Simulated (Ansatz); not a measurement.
Geometry optimisation, Ansatz, RKS BLYP-D4/STO-3G.

input.yaml

```yaml
crystal:
  periodic: [false, false, false]
  atoms:
    - { symbol: "N", position_ang: [0.4439, 1.7504, -0.8533] }
    - { symbol: Si, position_ang: [0.4226, 0.14, -0.4317] }
    - { symbol: Si, position_ang: [2.5261, -0.5497, 0.2697] }
    - { symbol: C, position_ang: [-0.6936, -0.2091, 0.9269] }
    - { symbol: Si, position_ang: [-2.4346, -0.4624, 0.1651] }
    - { symbol: H, position_ang: [1.33931, 2.21001, -0.76708] }
    - { symbol: H, position_ang: [-0.14347, 2.32093, -0.19044] }
    - { symbol: H, position_ang: [0.1534, -0.5698, -1.6879] }
    - { symbol: H, position_ang: [2.9399, 0.1735, 1.5788] }
    - { symbol: H, position_ang: [3.5615, -0.2469, -0.7529] }
    - { symbol: H, position_ang: [2.5306, -2.0164, 0.5606] }
    - { symbol: H, position_ang: [-0.4643, -1.1236, 1.4833] }
    - { symbol: H, position_ang: [-0.8278, 0.6165, 1.6519] }
    - { symbol: H, position_ang: [-2.4804, -1.6246, -0.7002] }
    - { symbol: H, position_ang: [-2.8761, 0.7285, -0.5745] }
    - { symbol: H, position_ang: [-3.4246, -0.6681, 1.2749] }
basis:
  gaussian: { orbitals: STO-3G }
hamiltonian:
  xc: blyp
  dispersion: d4
relax:
  f_tol: 0.015
  max_steps: 40
output:
  orbitals: {}
```

Launched with:

```bash
$ ansatz run input.yaml --threads 1 --pin off --max-ram 2048MiB --backend cpu --events-out ev --progress --plain --runs-dir out
```

Problem. Where does it end, and by what steps?

Solution. The run converged. Limits of this set-up: minimal basis. After 23 steps the energy has fallen by 0.999 eV; H6 moved furthest, 1.25 Å.

| step | energy less start (eV) | largest force component (eV/Å) | accepted |
| --- | --- | --- | --- |
| 0 | 0.0000 | 3.593 | yes |
| 1 | -0.6919 | 1.746 | yes |
| 2 | -0.8206 | 0.747 | yes |
| 3 | -0.8498 | 0.316 | yes |
| 4 | -0.8907 | 0.625 | yes |
| 5 | -0.8805 | 1.398 | no |
| 6 | -0.9167 | 0.166 | yes |
| 7 | -0.9312 | 0.186 | yes |
| 8 | -0.9449 | 0.430 | yes |
| 9 | -0.9670 | 0.090 | yes |
| 10 | -0.9737 | 0.243 | yes |
| 11 | -0.9790 | 0.065 | yes |
| 12 | -0.9803 | 0.149 | yes |
| 13 | -0.9818 | 0.152 | yes |
| 14 | -0.9864 | 0.179 | yes |
| 15 | -0.9905 | 0.124 | yes |
| 16 | -0.9927 | 0.136 | yes |
| 17 | -0.9940 | 0.107 | yes |
| 18 | -0.9960 | 0.088 | yes |
| 19 | -0.9971 | 0.098 | yes |
| 20 | -0.9975 | 0.098 | yes |
| 21 | -0.9982 | 0.040 | yes |
| 22 | -0.9986 | 0.025 | yes |
| 23 | -0.9987 | 0.012 | yes |

```xyz
16
Properties=species:S:1:pos:R:3
N 0.061 1.485 -1.050
Si 0.560 -0.139 -0.417
Si 2.643 -0.292 0.516
C -0.782 -0.635 0.823
Si -2.518 -0.103 0.289
H 0.774 1.779 -1.791
H 0.242 2.208 -0.282
H 0.490 -1.023 -1.576
H 2.766 0.567 1.685
H 3.681 0.111 -0.422
H 2.943 -1.653 0.940
H -0.759 -1.733 0.957
H -0.562 -0.201 1.817
H -2.775 -0.496 -1.087
H -2.677 1.337 0.416
H -3.514 -0.743 1.137
```

The run took 57 s on 1 thread of Intel(R) Xeon(R) 6975P-C (Granite Rapids) (shared host), peak memory 0.16 GiB.
